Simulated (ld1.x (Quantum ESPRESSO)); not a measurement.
Results of a calculation; reference values are marked as such.
# Potentials for Mo compared

Generated with ld1.x 7.5 (TM, RRKJ, ultrasoft, PAW), atompaw 4.2 or ONCVPSP 4.0.1. The cutoff is in Ry: for ld1.x and atompaw files where the sum of valence levels is converged to 10 mRy in a Bessel basis, for ONCV files where the hardest occupied wave has 1 mHa per electron of residual kinetic energy. The error is the largest all-electron minus pseudo excitation energy over each file’s own four to seven test configurations (ionisations up to +4, promotions, holes and added fractions of an electron), all of which were solved. The labels leave out finer settings (local radius, basis sizes, second energies), which also bear on the numbers. Spin-polarised tests are not counted. The rows are a selection from randomly drawn settings: files with unsolved tests, undetermined cutoffs or missed reference levels are left out.

A true bound ghost makes a file unfit for plane-wave use even where its test errors are small: the radial tests pick states by their node count and pass the ghost by.

| potential | cutoff (Ry) | largest error (meV) | bound ghosts |
| --- | --- | --- | --- |
| PAW, PW91, scalar-relativistic, rc 3.00/3.85/2.15 (spd), local smoothed, core correction yes, reference 4d5 5s1 5p0 | 21 | -497 | none |
| TM, LDA (PZ), fully relativistic, rc 2.80/2.75/1.65 (spd), local s, core correction yes, reference 4d4.5 5s0 5p0 | 45 | -73 | none |
| TM, PBE, scalar-relativistic, rc 2.45/1.35/1.45 (spd), local smoothed, core correction no, reference 4p6 4d5 5s1 5p0 | 60 | +90 | s |
| RRKJ, LDA (PZ), scalar-relativistic, rc 1.55/1.95/1.75 (spd), local s, core correction yes, reference 4s2 4p6 4d5 5s0 5p0 | 60 | +790 | none |

(1) Fill in the row for Mo: RRKJ, PBE, scalar-relativistic, rc 2.70/3.85/1.35 (spd), local s, core correction yes, reference 4d5 5s0 5p0.

Answers

(1) cutoff 55 Ry, largest error -2016 meV, bound ghosts: none.
